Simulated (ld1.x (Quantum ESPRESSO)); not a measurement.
**How hard is this palladium PAW potential?**

- Element: Pd
- Generator: ld1.x (Quantum ESPRESSO) 7.5
- Type: PAW
- Functional: PW91
- Relativity: scalar-relativistic
- Frozen core: [Kr]
- Valence charge: 10
- Reference configuration: 4d9.5 5s0 5p0 (charge +0.5)
- Partial waves: 5s (bound, empty): rcut 2.25, rcutus 2.90 bohr; 5s channel at 3.5 Ry: rcut 2.25, rcutus 2.90 bohr; 5p (bound, empty): rcut 3.30, rcutus 3.95 bohr; 5p channel at 2.5 Ry: rcut 3.30, rcutus 3.95 bohr; 4d (bound): rcut 1.35, rcutus 1.55 bohr; 4d channel at -0.1 Ry: rcut 1.35, rcutus 1.55 bohr
- Local potential: all-electron potential smoothed inside 3.65 bohr (lloc = -1)
- Core correction: Bessel-smoothed model core, default radius (core density twice the valence density)
- Augmentation charge: BESSEL, radius 1.40 bohr

The pseudo-atom Hamiltonian at the reference potential is diagonalised in spherical Bessel functions j_l(qr) that vanish at 20 bohr, with q² up to the cutoff. All-electron valence levels (Ry): 5s -0.5172, 5p -0.2256, 4d -0.6673.

Q: How do the lowest levels (Ry) of each channel move with the cutoff, and are there ghosts?

A:

```
cutoff (Ry)     s #1     s #2     p #1     p #2     d #1    f #1  Σ f·Δε (mRy)
          8  -0.5173  -0.0758  -0.2257  -0.0242  -0.0631  0.0418        5740.1
         12  -0.5173  -0.0758  -0.2257  -0.0242  -0.1329  0.0418        5076.6
         15  -0.5173  -0.0758  -0.2257  -0.0242  -0.2112  0.0418        4333.2
         21  -0.5173  -0.0758  -0.2257  -0.0242  -0.4736  0.0418        1840.2
         30  -0.5173  -0.0758  -0.2257  -0.0242  -0.6279  0.0418         374.3
         40  -0.5173  -0.0758  -0.2257  -0.0242  -0.6655  0.0418          16.9
         45  -0.5173  -0.0758  -0.2257  -0.0242  -0.6665  0.0418           7.3
         55  -0.5173  -0.0758  -0.2257  -0.0242  -0.6667  0.0418           5.6
         70  -0.5173  -0.0758  -0.2257  -0.0242  -0.6672  0.0418           1.2
         80  -0.5173  -0.0758  -0.2257  -0.0242  -0.6673  0.0418           0.7
        100  -0.5173  -0.0758  -0.2257  -0.0242  -0.6673  0.0418           0.4
        400  -0.5173  -0.0758  -0.2257  -0.0242  -0.6673  0.0418           0.0
```

Result: no extra level below or beside the all-electron valence levels (s, p, d, f tested); 10 mRy is reached at 45 Ry and 1 mRy at 80 Ry.

Its largest configuration-test error is -1503 meV.
